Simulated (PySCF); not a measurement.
Exercise with solution: oscillator strength and radiative lifetime

C4H6ClF, SMILES C[C@@]1(F)[C@@H](C1)Cl.

Geometry: B3LYP-D3(BJ)/def2-SVP. The structure was generated by enumeration; whether it is a known compound was not checked.

TDA-PBE/def2-SVPD run with PySCF puts the first singlet state with f over 0.02 at 7.25 eV (vertical), with the transition dipole (-0.134, 0.309, -0.068) in atomic units.

Problem. Find the oscillator strength, the wavelength and the radiative lifetime that this transition would have in vacuum if emission retraced absorption.

Solution. 
|μ|² = 0.1181 au, so |μ| = 0.87 D. ΔE = 7.25/27.211 = 0.2664 hartree. f = (2/3) ΔE |μ|² = 0.021 (the program prints 0.021).
λ = 1239.84/7.25 = 171 nm; ν = 58475 cm⁻¹.
Einstein's coefficient A = 0.6670 ν² f s⁻¹ (ν in cm⁻¹) = 4.8e7 s⁻¹, so τ = 1/A = 21 ns. This state is S5; the lower singlets have f = 0.008, 0.014, 0.009, 0.009. The figure is the radiative limit of this one transition; relaxation, internal conversion, crossing to triplets and a medium change what is measured.
